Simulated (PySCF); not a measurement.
PySCF input for Si(Cl)(Br)(Me)(NH2) (CH₅BrClNSi), SMILES C[Si](N)(Cl)Br, TDA-CAM-B3LYP/def2-SVPD. The structure is a stationary point at PBE0-D3(BJ)/def2-SVP. Other conformers were not sampled.

```python
import numpy as np
from pyscf import gto, scf, dft, tdscf

mol = gto.M(
    atom='''
    C     1.74986072   -1.35885029    0.36869271
    Si    0.22613292   -0.58540467   -0.34704265
    N    -0.86826268   -1.76831870   -0.92086168
    Cl    0.68415908    0.61632867   -1.96237249
    Br   -0.64619558    0.76582244    1.22031014
    H     1.49080789   -1.98962043    1.23316494
    H     2.24751527   -1.98035645   -0.39071590
    H     2.44768268   -0.58123376    0.71087472
    H    -1.14430461   -2.52393802   -0.30204303
    H    -1.64274634   -1.47922613   -1.50933041
    ''',
    basis='def2-SVPD',
    charge=0,
    spin=0,
    max_memory=1600,
    verbose=4,
)
mf = dft.RKS(mol, xc='cam-b3lyp').density_fit(auxbasis='def2-universal-jkfit')
mf.grids.level = 3
mf.conv_tol = 1e-9
mf.max_cycle = 100
mf.kernel()
mf.grids = dft.Grids(mol).set(level=1).build(with_non0tab=True)  # coarser grid for the response kernel
td = tdscf.TDA(mf)
td.singlet = True
td.nstates = 10
td.conv_tol = 1e-4
td.positive_eig_threshold = 1e-6
td.kernel(x0=td.get_init_guess(mf, 15))
td.analyze()
tt = tdscf.TDA(mf)
tt.singlet = False
tt.nstates = 4
tt.conv_tol = 1e-4
tt.positive_eig_threshold = 1e-6
tt.kernel(x0=tt.get_init_guess(mf, 9))
tt.analyze(verbose=3)
```

Log of the run:

```
PySCF version 2.14.0

[INPUT] verbose = 4
[INPUT] num. atoms = 10
[INPUT] num. electrons = 84
[INPUT] charge = 0
[INPUT] spin (= nelec alpha-beta = 2S) = 0
[INPUT] symmetry False subgroup None
[INPUT] Mole.unit = angstrom
[INPUT] Symbol           X                Y                Z      unit          X                Y                Z       unit  Magmom
[INPUT]  1 C      1.749860720000  -1.358850290000   0.368692710000 AA    3.306757516934  -2.567854892386   0.696728246024 Bohr   0.0
[INPUT]  2 Si     0.226132920000  -0.585404670000  -0.347042650000 AA    0.427329286548  -1.106254498341  -0.655815562043 Bohr   0.0
[INPUT]  3 N     -0.868262680000  -1.768318700000  -0.920861680000 AA   -1.640778669381  -3.341638043947  -1.740176373807 Bohr   0.0
[INPUT]  4 Cl     0.684159080000   0.616328670000  -1.962372490000 AA    1.292873286834   1.164692389017  -3.708346560481 Bohr   0.0
[INPUT]  5 Br    -0.646195580000   0.765822440000   1.220310140000 AA   -1.221132669104   1.447194671646   2.306051951630 Bohr   0.0
[INPUT]  6 H      1.490807890000  -1.989620430000   1.233164940000 AA    2.817218616441  -3.759837704539   2.330344003016 Bohr   0.0
[INPUT]  7 H      2.247515270000  -1.980356450000  -0.390715900000 AA    4.247188321078  -3.742331319516  -0.738346043513 Bohr   0.0
[INPUT]  8 H      2.447682680000  -0.581233760000   0.710874720000 AA    4.625449905041  -1.098372620751   1.343358529677 Bohr   0.0
[INPUT]  9 H     -1.144304610000  -2.523938020000  -0.302043030000 AA   -2.162422315977  -4.769551613177  -0.570778604534 Bohr   0.0
[INPUT] 10 H     -1.642746340000  -1.479226130000  -1.509330410000 AA   -3.104340674732  -2.795332262000  -2.852221106377 Bohr   0.0

nuclear repulsion = 515.488190149638
number of shells = 72
number of NR pGTOs = 280
number of NR cGTOs = 172
basis = def2-SVPD
ecp = {}


[settings echo left out]
init E= -3418.63027441359
  HOMO = -0.3295544814592  LUMO = -0.0167721906477247  gap/eV = 8.51124
cycle= 1 E= -3419.301552869  delta_E= -0.671  |g|= 0.482  |ddm|=  4.1
  HOMO = -0.308771966105422  LUMO = 0.0213784020962899  gap/eV = 8.98385
cycle= 2 E= -3419.31380934929  delta_E= -0.0123  |g|= 0.45  |ddm|= 1.62
  HOMO = -0.341942874657649  LUMO = 0.0231793529323183  gap/eV = 9.93548
cycle= 3 E= -3419.36103140164  delta_E= -0.0472  |g|= 0.0522  |ddm|= 0.729
  HOMO = -0.341212646970975  LUMO = 0.0239836126056576  gap/eV = 9.93750
cycle= 4 E= -3419.36157971932  delta_E= -0.000548  |g|= 0.0197  |ddm|= 0.123
  HOMO = -0.343208438096749  LUMO = 0.0238110929222408  gap/eV = 9.98711
cycle= 5 E= -3419.36167225301  delta_E= -9.25e-05  |g|= 0.00537  |ddm|= 0.0302
  HOMO = -0.342508666462243  LUMO = 0.0240361686556825  gap/eV = 9.97419
cycle= 6 E= -3419.36167971956  delta_E= -7.47e-06  |g|= 0.000981  |ddm|= 0.0139
  HOMO = -0.342636033865907  LUMO = 0.0239760560939253  gap/eV = 9.97602
cycle= 7 E= -3419.36168002514  delta_E= -3.06e-07  |g|= 0.000411  |ddm|= 0.00296
  HOMO = -0.342634897032938  LUMO = 0.0239858971440507  gap/eV = 9.97626
cycle= 8 E= -3419.36168008126  delta_E= -5.61e-08  |g|= 8.28e-05  |ddm|= 0.000946
  HOMO = -0.342628671938921  LUMO = 0.0239870521195114  gap/eV = 9.97612
cycle= 9 E= -3419.36168008394  delta_E= -2.68e-09  |g|= 3.19e-05  |ddm|= 0.000244
  HOMO = -0.342629468899133  LUMO = 0.0239871971246011  gap/eV = 9.97615
cycle= 10 E= -3419.3616800843  delta_E= -3.58e-10  |g|= 5.01e-06  |ddm|= 9.46e-05
  HOMO = -0.342629881193769  LUMO = 0.0239870911790891  gap/eV = 9.97616
Extra cycle  E= -3419.3616800843  delta_E= -9.09e-12  |g|= 2.9e-06  |ddm|= 1.51e-05
converged SCF energy = -3419.3616800843
tot grids = 42720
Overwritten attributes  positive_eig_threshold  of <class 'pyscf.tdscf.rks.TDA'>


******** <class 'pyscf.tdscf.rks.TDA'> for <class 'pyscf.df.df_jk.DFRKS'> ********
nstates = 10 singlet
deg_eia_thresh = 1.000e-03
wfnsym = None
conv_tol = 0.0001
eigh lindep = 1e-12
eigh level_shift = 0
eigh max_cycle = 100


Excitation energies (eV)
[6.91464444 7.16261485 7.21571376 7.71968891 7.86129449 8.0349569
 8.09528572 8.29885174 8.32214459 8.41991708]

** Singlet excitation energies and oscillator strengths **
Excited State   1:      6.91464 eV    179.31 nm  f=0.0460
      40 -> 44       -0.17503
      42 -> 43        0.63790
      42 -> 46       -0.11488
Excited State   2:      7.16261 eV    173.10 nm  f=0.0218
      39 -> 43       -0.10065
      40 -> 43        0.21999
      42 -> 44       -0.61650
      42 -> 47        0.10233
Excited State   3:      7.21571 eV    171.83 nm  f=0.0489
      41 -> 43        0.50195
      41 -> 44        0.43046
      41 -> 47       -0.10426
      41 -> 48        0.11524
Excited State   4:      7.71969 eV    160.61 nm  f=0.0575
      40 -> 43        0.40676
      40 -> 44        0.22742
      42 -> 44        0.14078
      42 -> 45       -0.37010
      42 -> 47       -0.16070
      42 -> 48       -0.11703
      42 -> 53        0.13673
Excited State   5:      7.86129 eV    157.71 nm  f=0.0363
      41 -> 43        0.43135
      41 -> 44       -0.44301
      41 -> 45        0.18384
      41 -> 47        0.16247
      41 -> 48       -0.12414
Excited State   6:      8.03496 eV    154.31 nm  f=0.0806
      40 -> 43        0.41199
      40 -> 44       -0.25735
      42 -> 43       -0.15106
      42 -> 44        0.11685
      42 -> 45        0.17415
      42 -> 48        0.33952
Excited State   7:      8.09529 eV    153.16 nm  f=0.1047
      39 -> 43        0.27245
      39 -> 44        0.14568
      39 -> 45       -0.13516
      40 -> 43        0.15559
      40 -> 44        0.32579
      40 -> 45       -0.14903
      40 -> 47       -0.13563
      42 -> 43        0.14112
      42 -> 45        0.25205
      42 -> 46        0.17503
      42 -> 47        0.12909
Excited State   8:      8.29885 eV    149.40 nm  f=0.0513
      39 -> 43        0.37106
      39 -> 44        0.28257
      39 -> 45       -0.22702
      39 -> 47       -0.10100
      40 -> 44       -0.13865
      41 -> 45        0.18589
      41 -> 48        0.11924
      42 -> 45       -0.17109
      42 -> 46       -0.14759
      42 -> 48       -0.13353
Excited State   9:      8.32214 eV    148.98 nm  f=0.0379
      38 -> 43        0.33730
      38 -> 44        0.22422
      38 -> 45       -0.19163
      41 -> 43        0.10163
      41 -> 45       -0.29840
      41 -> 48       -0.17849
      42 -> 46       -0.16613
      42 -> 48        0.18106
Excited State  10:      8.41992 eV    147.25 nm  f=0.0377
      38 -> 43       -0.16955
      38 -> 44       -0.17222
      38 -> 45        0.12364
      40 -> 44        0.14044
      40 -> 50       -0.11214
      42 -> 46       -0.35684
      42 -> 47        0.31055
      42 -> 48        0.10624
      42 -> 50       -0.24716

** Transition electric dipole moments (AU) **
state          X           Y           Z        Dip. S.      Osc.
  1        -0.0296     -0.4497     -0.2619      0.2717      0.0460
  2         0.3234      0.0102     -0.1393      0.1241      0.0218
  3         0.1345     -0.2020      0.4668      0.2768      0.0489
  4         0.4620     -0.0424     -0.2983      0.3043      0.0575
  5         0.2932     -0.1220      0.2958      0.1883      0.0363
  6         0.4949     -0.2349     -0.3308      0.4096      0.0806
  7         0.2502     -0.6212     -0.2819      0.5280      0.1047
  8         0.3347      0.1896      0.3229      0.2522      0.0513
  9        -0.0113      0.2350      0.3613      0.1859      0.0379
 10        -0.0998     -0.2614     -0.3236      0.1830      0.0377

** Transition velocity dipole moments (imaginary part, AU) **
state          X           Y           Z        Dip. S.      Osc.
  1        -0.0088     -0.1062     -0.0609      0.0151      0.0395
  2         0.0985      0.0052     -0.0394      0.0113      0.0286
  3         0.0490     -0.0614      0.1303      0.0232      0.0582
  4         0.1341     -0.0033     -0.0644      0.0221      0.0520
  5         0.0637     -0.0182      0.0570      0.0076      0.0176
  6         0.1217     -0.0804     -0.0817      0.0279      0.0631
  7         0.0838     -0.1477     -0.0569      0.0321      0.0719
  8         0.1072      0.0283      0.0884      0.0201      0.0440
  9         0.0018      0.0876      0.0916      0.0161      0.0350
 10        -0.0334     -0.0758     -0.0912      0.0152      0.0327

** Transition magnetic dipole moments (imaginary part, AU) **
state          X           Y           Z
  1        -0.3636      0.5443     -0.6828
  2        -0.3399      0.3767     -0.4326
  3        -0.1776     -0.2538      0.0790
  4         0.4536     -0.0276      0.1479
  5        -0.6830     -0.6034     -0.2883
  6         0.2562     -0.1468      0.3339
  7        -0.3152      0.3107      0.2093
  8         0.2057      0.5665      0.0113
  9        -0.2732      0.0630      0.3294
 10         0.2061     -0.0797     -0.1446


******** <class 'pyscf.tdscf.rks.TDA'> for <class 'pyscf.df.df_jk.DFRKS'> ********
nstates = 4 triplet
deg_eia_thresh = 1.000e-03
wfnsym = None
conv_tol = 0.0001
eigh lindep = 1e-12
eigh level_shift = 0
eigh max_cycle = 100


Excitation energies (eV)
[6.46686168 6.70736096 6.76131097 7.27849438]

** Triplet excitation energies and oscillator strengths **
Excited State   1:      6.46686 eV    191.72 nm  f=0.0000
Excited State   2:      6.70736 eV    184.85 nm  f=0.0000
Excited State   3:      6.76131 eV    183.37 nm  f=0.0000
Excited State   4:      7.27849 eV    170.34 nm  f=0.0000
```

The calculation finished and met its thresholds.

Cost: around 8 core-minutes (rough).
